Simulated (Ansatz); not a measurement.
Ga4F4, relaxed as a singlet with RKS r2SCAN-D4/def2-SVP in Ansatz, starting from the GFN2-xTB geometry. Force threshold 0.02 eV/Å.

Another isomer (singlet) lies 0.10 eV lower at PBE0-D4/def2-TZVP; other spin states weren't run for this one.

Start:

```csv
atom,x (Å),y (Å),z (Å)
Ga1,3.4847,-0.6666,-1.3683
Ga2,0.5837,-1.0043,1.2340
Ga3,-3.4218,0.7445,1.4714
Ga4,-0.6788,0.9928,-1.5289
F5,2.6820,-1.3284,0.4871
F6,-2.5767,1.3375,-0.4470
F7,-1.5140,-0.2514,1.6546
F8,1.4410,0.1758,-1.5030
```

(1) Estimate the energy that the relaxation releases and the steps that it takes.

(2) Does the start keep its bonding?

(3) Predict the relaxed structure.

Results:

(1) 59.8 kcal/mol, in 24 steps; 1.9 min on 4 threads of Arm Neoverse V1 on a shared host. The force fell under the threshold at step 21, but the optimiser went on. No frequencies were taken in this run, so the end may be a saddle point.

(2) By distances, no bond broke or formed. The bond that changes most is Ga2–F5, from 2.25 to 1.98 Å (atoms count from 1).

(3) 
| atom | x (Å) | y (Å) | z (Å) |
| --- | --- | --- | --- |
| Ga1 | 1.831 | 0.697 | 0.271 |
| Ga2 | 0.188 | -1.925 | 0.352 |
| Ga3 | -1.757 | 1.150 | 1.454 |
| Ga4 | -0.980 | 0.523 | -2.300 |
| F5 | 2.030 | -1.243 | 0.627 |
| F6 | -1.735 | 1.045 | -0.534 |
| F7 | -0.048 | 0.092 | 1.333 |
| F8 | 0.472 | -0.339 | -1.202 |
Bond lengths (bridged metal pairs left out): 6 × F–Ga 1.98 to 2.01 Å.
